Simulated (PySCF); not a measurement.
A geometry optimisation, step by step.

C6H4Cl2.
Numbering: `[CH:1]#[C:2]/[CH:3]=[C:4](\[Cl:5])[C:6](=[CH2:7])[Cl:8]` (hydrogens: H9 on C1; H10 on C3; H11, H12 on C7)

Computed by this run: PySCF 2.14.0, PBE0-D3(BJ)/def2-SVP geometry optimisation, gas phase; density fitting, grid level 2; the optimiser is geomeTRIC in internal coordinates, started from a GFN2-xTB structure. The frame can shift and turn from step to step; on so coarse a grid that alone can change the energy by a few meV, and forces under 0.02 eV/Å are noise.

Step 0: E = -31301.4146 eV, largest atomic force 1.094 eV/Å
```
atom  x, y, z in Å  |  force x, y, z in eV/Å
C1      3.316   -0.600    0.920    0.235  -0.049   0.037
C2      2.209   -0.131    0.905   -0.698   0.243  -0.040
C3      0.922    0.424    0.897    0.234  -0.028   0.042
C4     -0.117   -0.108    0.231   -0.066  -0.401  -0.276
Cl5     0.119   -1.564   -0.677   -0.014   0.018   0.008
C6     -1.464    0.436    0.199    0.013   0.361   0.231
C7     -2.500   -0.080   -0.457   -0.083  -0.076  -0.067
Cl8    -1.690    1.897    1.112   -0.030   0.130   0.080
H9      4.282   -1.008    0.933    1.007  -0.428   0.011
H10     0.787    1.332    1.467   -0.275   0.381   0.176
H11    -2.395   -0.983   -1.031    0.166  -0.491  -0.283
H12    -3.469    0.385   -0.433   -0.490   0.340   0.083
```

Step 1: E = -31301.4681 eV, largest atomic force 0.174 eV/Å
```
atom  x, y, z in Å  |  force x, y, z in eV/Å
C1      3.428   -0.186    1.518    0.156  -0.077  -0.004
C2      2.302    0.265    1.487   -0.029   0.008  -0.004
C3      1.004    0.818    1.471   -0.096   0.059   0.013
C4     -0.054    0.295    0.809    0.006   0.105   0.071
Cl5     0.139   -1.156   -0.104    0.034  -0.081  -0.044
C6     -1.400    0.879    0.800    0.005  -0.012  -0.003
C7     -2.454    0.372    0.148   -0.067   0.013  -0.015
Cl8    -1.598    2.345    1.722    0.022  -0.050  -0.028
H9      4.422   -0.601    1.534   -0.084   0.050   0.008
H10     0.828    1.739    2.036    0.029  -0.037  -0.018
H11    -2.345   -0.545   -0.434   -0.004   0.029   0.020
H12    -3.426    0.865    0.189    0.031  -0.008   0.004
```

Step 2: E = -31301.4662 eV, largest atomic force 0.124 eV/Å
```
atom  x, y, z in Å  |  force x, y, z in eV/Å
C1      3.436   -0.176    1.526   -0.014   0.000  -0.003
C2      2.305    0.266    1.488    0.003  -0.017  -0.011
C3      1.003    0.811    1.467   -0.013   0.027   0.013
C4     -0.050    0.283    0.802   -0.026  -0.035  -0.031
Cl5     0.160   -1.171   -0.107   -0.066  -0.009  -0.025
C6     -1.398    0.863    0.790    0.007   0.063   0.045
C7     -2.469    0.379    0.148    0.088  -0.083  -0.030
Cl8    -1.576    2.326    1.715   -0.037   0.078   0.040
H9      4.431   -0.579    1.552    0.006   0.006   0.005
H10     0.823    1.732    2.029    0.023  -0.008   0.001
H11    -2.388   -0.535   -0.439    0.020  -0.022  -0.008
H12    -3.430    0.892    0.206    0.011   0.001   0.004
```

Step 3: E = -31301.4689 eV, largest atomic force 0.036 eV/Å
```
atom  x, y, z in Å  |  force x, y, z in eV/Å
C1      3.432   -0.182    1.522   -0.022   0.004  -0.003
C2      2.303    0.265    1.486    0.013  -0.011  -0.005
C3      1.003    0.814    1.469   -0.012  -0.002  -0.005
C4     -0.053    0.289    0.805   -0.007   0.006   0.002
Cl5     0.147   -1.164   -0.107   -0.015  -0.006  -0.008
C6     -1.399    0.871    0.795    0.003   0.020   0.015
C7     -2.461    0.375    0.148    0.018  -0.028  -0.013
Cl8    -1.587    2.335    1.718   -0.009   0.018   0.008
H9      4.427   -0.587    1.545    0.011   0.002   0.005
H10     0.828    1.735    2.032    0.011   0.000   0.003
H11    -2.366   -0.540   -0.436    0.008  -0.007  -0.002
H12    -3.427    0.878    0.197    0.001   0.003   0.002
```

Step 4: E = -31301.4692 eV, largest atomic force under 0.02 eV/Å
```
atom  x, y, z in Å  |  force x, y, z in eV/Å
C1      3.431   -0.184    1.520   -0.003   0.000   0.000
C2      2.302    0.262    1.485   -0.003  -0.005  -0.005
C3      1.003    0.815    1.469   -0.012   0.014   0.006
C4     -0.055    0.293    0.807    0.014   0.001   0.005
Cl5     0.143   -1.161   -0.105   -0.009  -0.009  -0.008
C6     -1.401    0.875    0.797    0.001   0.000   0.000
C7     -2.459    0.374    0.147    0.002  -0.004  -0.002
Cl8    -1.593    2.340    1.719    0.006  -0.004  -0.001
H9      4.426   -0.589    1.544    0.002   0.002   0.002
H10     0.832    1.735    2.034    0.002   0.004   0.003
H11    -2.356   -0.542   -0.434   -0.002  -0.001   0.000
H12    -3.428    0.872    0.193    0.001   0.001   0.001
```

**Question.** Summarise the path.

**Answer.** The energy falls by 0.0545 eV from step 0 to step 4; nine tenths of that is first reached at step 1. It rises by more than 0.2 meV at step 2. The largest force goes from 1.094 to under 0.02 eV/Å. Among the bonds C1–H9 changes most, from 1.049 to 1.074 Å; the atoms move by 0.043 Å rms after alignment.

**Question.** Follow the three bonds and two angles with the largest change from start to end.

**Answer.** 
```json
{"step": "0", "E above end (eV)": "0.0545", "largest force (eV/Å)": "1.094", "C1–H9 (Å)": "1.049", "C7–H12 (Å)": "1.075", "C7–H11 (Å)": "1.075", "C4–C3–H10 (°)": "119.8", "H11–C7–H12 (°)": "117.6"}
{"step": "1", "E above end (eV)": "0.0010", "largest force (eV/Å)": "0.174", "C1–H9 (Å)": "1.077", "C7–H12 (Å)": "1.091", "C7–H11 (Å)": "1.091", "C4–C3–H10 (°)": "116.8", "H11–C7–H12 (°)": "119.3"}
{"step": "2", "E above end (eV)": "0.0030", "largest force (eV/Å)": "0.124", "C1–H9 (Å)": "1.074", "C7–H12 (Å)": "1.090", "C7–H11 (Å)": "1.090", "C4–C3–H10 (°)": "116.9", "H11–C7–H12 (°)": "119.3"}
{"step": "3", "E above end (eV)": "0.0002", "largest force (eV/Å)": "0.036", "C1–H9 (Å)": "1.074", "C7–H12 (Å)": "1.090", "C7–H11 (Å)": "1.090", "C4–C3–H10 (°)": "117.0", "H11–C7–H12 (°)": "119.3"}
{"step": "4", "E above end (eV)": "0.0000", "largest force (eV/Å)": "under 0.02", "C1–H9 (Å)": "1.074", "C7–H12 (Å)": "1.090", "C7–H11 (Å)": "1.090", "C4–C3–H10 (°)": "117.1", "H11–C7–H12 (°)": "119.4"}
```

The cost below is that of the whole optimisation. Time: 40 s; peak memory 0.69 GiB. Hardware: Arm Neoverse V1, one thread, shared host with 32 logical CPUs at a one-minute load of 11.
